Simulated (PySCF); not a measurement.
A GIAO shielding run with PySCF (density fitting, non-relativistic, gas phase) on `C(B)[C@H]1CCC(=C)C1`, C₇H₁₃B:

```
$ OMP_NUM_THREADS=1 python probes_run.py task.json out

{"job": {"kind": "nmr", "xc": "CAM-B3LYP", "basis": "pcSseg-1", "pop": false}, "charge": 0, "multiplicity": 1}
B      3.068591     0.366336    -0.509943
C      1.946620     0.293007     0.561623
C      0.580032    -0.235870     0.156485
C     -0.409771    -0.477113     1.300178
C     -1.753713    -0.632975     0.589381
C     -1.652412     0.278827    -0.617911
C     -2.661143     0.643017    -1.411423
C     -0.208535     0.703938    -0.764517
H      3.002581    -0.283081    -1.532133
H      4.070199     1.015599    -0.305014
H      1.859886     1.231435     1.139986
H      2.426008    -0.408938     1.286623
H      0.718745    -1.193428    -0.379439
H     -0.426014     0.412472     1.955200
H     -0.141209    -1.339858     1.929224
H     -1.875955    -1.675135     0.244516
H     -2.624477    -0.405807     1.222781
H     -2.500554     1.290253    -2.278289
H     -3.684618     0.306311    -1.222924
H      0.142170     0.692684    -1.808290
H     -0.096044     1.742884    -0.400508
```

Hardware: 1 thread of an Intel Xeon 6975P-C, shared host. The job also computes ring-centre shieldings.

Task: How large is the calculation?

Result: 60 electrons, 201 basis functions and 1031 auxiliary functions.

Task: How long does it take, and how much memory does it need?

Result: 29 s of wall time, with 12 SCF cycles and 6 response iterations; peak memory 1.1 GiB. Times on a shared host scatter by some tens of per cent.

Task: And these other runs on the same molecule and hardware: GIAO shielding at PBE0/pcSseg-1?

Result: PBE0/pcSseg-1: 201 functions, 29 s.
